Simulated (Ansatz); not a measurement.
Reaction (cleavage of the Si–Si bond): `O[SiH2][SiH2]P` + `N[SiH](O)F` → `O[SiH2]N[SiH](O)F` + `[SiH3]P`

Calculated with Ansatz (gas phase, PBE0-D4/def2-TZVP geometries, no zero-point term in ΔE). CCSD(T)/CBS is the MP2 limit (def2-TZVPP, def2-QZVPP) plus CCSD(T) − MP2 in def2-TZVPP, frozen cores. This one scheme is used for every species. Functionals use def2-TZVPP. One conformer a species, not always the lowest.

`O[SiH2][SiH2]P`:

Z-matrix (Å, degrees):
```
Si
Si 1 2.336
O 1 1.655 2 105.5
H 1 1.493 2 109.8 3 119.9
H 1 1.493 2 112.6 3 -121.2
P 2 2.260 1 112.2 3 -52.4
H 2 1.489 1 111.0 3 68.2
H 2 1.490 1 109.7 3 -172.5
H 3 0.958 1 117.7 2 -179.4
H 6 1.422 2 93.6 1 -49.1
H 6 1.421 2 93.3 1 44.4
```

`N[SiH](O)F`:

```xyz
8

N    -0.608   -0.087    1.015
Si    0.112   -0.275   -0.513
O     0.767    1.129   -1.017
F     1.205   -1.417   -0.296
H    -0.694   -0.871    1.640
H    -1.322    0.603    1.179
H    -0.741   -0.707   -1.634
H     1.280    1.624   -0.375
```

`O[SiH2]N[SiH](O)F`:

```xyz
12

O     1.067   -1.462    1.818
Si    1.133   -1.272    0.188
N     0.470    0.230   -0.352
Si   -1.137    0.775   -0.279
O    -1.408    1.678   -1.612
F    -1.417    1.713    0.987
H     1.442   -0.771    2.366
H     2.530   -1.283   -0.318
H     0.350   -2.417   -0.323
H     1.133    0.875   -0.761
H    -2.042   -0.380   -0.130
H    -2.122    2.315   -1.582
```

`[SiH3]P`:

Cartesian coordinates in Å:
```
Si 0.394 0.044 -0.717
P -0.772 -0.769 1.034
H -0.426 -0.145 -1.942
H 1.643 -0.750 -0.845
H 0.747 1.482 -0.590
H -1.678 0.326 1.059
H 0.092 -0.187 2.000
```

```tsv
species	r2SCAN-D4 energy (Eh)
`O[SiH2][SiH2]P`	-999.76107
`N[SiH](O)F`	-521.86203
`O[SiH2]N[SiH](O)F`	-887.84469
`[SiH3]P`	-633.80574
```

Problem. Work out ΔE.

Solution. ΔE = (-887.84469) + (-633.80574) − (-999.76107) − (-521.86203) = -0.02733 Eh = -71.8 kJ/mol. CCSD(T)/CBS gives -77.5 kJ/mol.

Largest T1 diagnostic among the species: 0.013.

From PBE to PBE0 (25 % exact exchange), in def2-TZVPP and without D4, ΔE moves by −6.2 kJ/mol. In def2-TZVPP, CCSD(T) changes the Hartree–Fock value by +13.5 kJ/mol (the triples alone add +1.8 kJ/mol) and MP2 by +8.1 kJ/mol.
